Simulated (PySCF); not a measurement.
Two species compared at the same levels of theory.

First species: C2H10O3Si2.
Bonds: C1–O2, O2–C3, C3–O4, O4–Si5, Si5–O6, O6–Si7. Hydrogens: H8, H9, H10 on C1; H11, H12 on C3; H13, H14 on Si5; H15, H16, H17 on Si7.

Second species: C7H9N.
SMILES: `CC/N=C/C=C1C=C1`

Levels: PBE0/def2-SVPD for dipole moment, HOMO energy, LUMO energy, HOMO–LUMO gap, static isotropic polarisability and electronic spatial extent ⟨r²⟩ about the centre of nuclear charge; TDDFT PBE0/def2-SVPD for lowest singlet excitation; TDA PBE0/def2-SVPD for lowest triplet excitation (Tamm–Dancoff); GFN2-xTB for rotational constant A and rotational constant C. Geometries: GFN2-xTB. Each species is one conformer at its optimised geometry, gas phase, non-relativistic unless stated; the electronic structure was computed with PySCF and density fitting.

Dipoles, sizes and rotational constants follow the conformer. The torsions of the flexible species, by atom-mapped SMILES:
- `[CH3:1][O:2][CH2:3][O:4][SiH2:5][O:6][SiH3:7]`: C1–O2–C3–O4 -69°, O2–C3–O4–Si5 -50°, C3–O4–Si5–O6 -178°, O4–Si5–O6–Si7 18°
- `[CH3:1][CH2:2]/[N:3]=[CH:4]/[CH:5]=[C:6]1[CH:7]=[CH:8]1`: C1–C2–N3–C4 180°, N3–C4–C5–C6 180°

Values for the first species:

* Dipole moment: 1.10 D
* HOMO energy: -8.22 eV
* LUMO energy: 0.14 eV
* HOMO–LUMO gap: 8.36 eV
* Lowest singlet excitation: 7.19 eV
* Lowest triplet excitation (Tamm–Dancoff): 6.89 eV
* Static isotropic polarisability: 85.9 au
* Electronic spatial extent ⟨r²⟩ about the centre of nuclear charge: 1663 bohr²
* Rotational constant A: 4.559 GHz
* Rotational constant C: 0.716 GHz

Q: Estimate the same properties for the second species, and the change in each.

A: 
| property | first | second | second less first |
| --- | --- | --- | --- |
| dipole moment | 1.10 D | 4.41 D | +3.31 D |
| HOMO energy | -8.22 eV | -6.01 eV | +2.21 eV |
| LUMO energy | 0.14 eV | -1.08 eV | -1.22 eV |
| HOMO–LUMO gap | 8.36 eV | 4.93 eV | -3.43 eV |
| lowest singlet excitation | 7.19 eV | 3.87 eV | -3.32 eV |
| lowest triplet excitation (Tamm–Dancoff) | 6.89 eV | 3.02 eV | -3.87 eV |
| static isotropic polarisability | 85.9 au | 100.7 au | +14.8 au |
| electronic spatial extent ⟨r²⟩ about the centre of nuclear charge | 1663 bohr² | 1648 bohr² | -15 bohr² |
| rotational constant A | 4.559 GHz | 12.439 GHz | +7.880 GHz |
| rotational constant C | 0.716 GHz | 0.672 GHz | -0.044 GHz |

On the first: In wavenumbers S1 is 58000 cm⁻¹ (1 eV = 8065.54 cm⁻¹). No computed singlet falls in the visible range (750 to 380 nm, 1.65 to 3.26 eV); S1 lies 3.93 eV above its blue end.

On the second: No computed singlet falls in the visible range (750 to 380 nm, 1.65 to 3.26 eV); S1 lies 0.61 eV above its blue end. The principal polarisabilities are 59.8, 82.2 and 160.0 au; their mean is the isotropic value.
